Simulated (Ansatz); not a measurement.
Computed with Ansatz on PBE0-D4/def2-TZVP structures; ΔE is electronic, products minus reactants. CBS: MP2 limit from def2 TZ/QZ plus the TZ coupled-cluster correction, frozen cores. This one scheme is used for every species. Functionals use def2-TZVPP. B3LYP here is the variant with VWN-RPA as its local correlation; programs differ in this. One conformer a species, not always the lowest.

Reaction (cleavage of the Si–B bond): `FCOB[SiH2]S` + CH₃SH → `CS[SiH2]S` + `BOCF`

`FCOB[SiH2]S`:

Z-matrix (Å, degrees):
```
C
O 1 1.393
F 1 1.361 2 108.7
H 1 1.092 2 108.3 3 -117.4
H 1 1.095 2 110.8 3 119.0
B 2 1.351 1 121.5 3 -101.7
Si 6 2.020 2 120.0 1 174.9
H 6 1.207 2 118.5 1 -3.3
S 7 2.152 6 106.7 2 -117.8
H 7 1.485 6 114.5 2 -2.9
H 7 1.491 6 111.5 2 120.9
H 9 1.344 7 94.7 6 -52.8
```

CH₃SH:

Cartesian coordinates in Å:
```
C -0.266 -0.155 -0.383
S 0.895 -0.340 0.988
H -1.250 0.158 -0.035
H -0.357 -1.141 -0.839
H 0.108 0.541 -1.133
H 0.869 0.936 1.401
```

`CS[SiH2]S`:

```xyz
10

C     1.428    0.731    0.627
S     0.072   -0.160    1.442
Si   -1.349   -0.179   -0.128
S    -0.645   -1.121   -1.913
H     1.707    0.238   -0.303
H     2.275    0.710    1.313
H     1.151    1.767    0.433
H    -1.692    1.189   -0.592
H    -2.532   -0.867    0.442
H    -0.414   -2.306   -1.321
```

`BOCF`:

Cartesian coordinates in Å:
```
B -0.045 1.335 0.202
O -0.417 0.275 -0.546
C -0.064 -1.019 -0.187
F 0.982 -1.422 -0.963
H 0.561 1.159 1.224
H -0.359 2.414 -0.199
H 0.252 -1.066 0.861
H -0.911 -1.677 -0.391
```

Task: Is it downhill or uphill in electronic energy at CCSD(T)/CBS, and by how much? (An estimate is asked.)

Result: Computed: Downhill: ΔE = -21.5 kcal/mol.

Task: What do these levels give: B3LYP-D4, ωB97M-V, B3LYP, MP2/def2-TZVPP, MP2/def2-QZVPP, HF/CBS(def2)? (An estimate is asked.)

Result: Ansatz gave: B3LYP-D4 -21.1, ωB97M-V -21.9, B3LYP -19.7, MP2/def2-TZVPP -23.4, MP2/def2-QZVPP -24.0, HF/CBS(def2) -21.1 kcal/mol.

Largest T1 diagnostic among the species: 0.013.

The D4 term adds −1.5 kcal/mol with B3LYP and −0.7 kcal/mol with PBE0; it sums over pairs of atoms, weighted by their polarisabilities, and B3LYP, whose exchange is more repulsive, gets the larger term. From PBE to PBE0 (25 % exact exchange), in def2-TZVPP and without D4, ΔE moves by −0.9 kcal/mol.
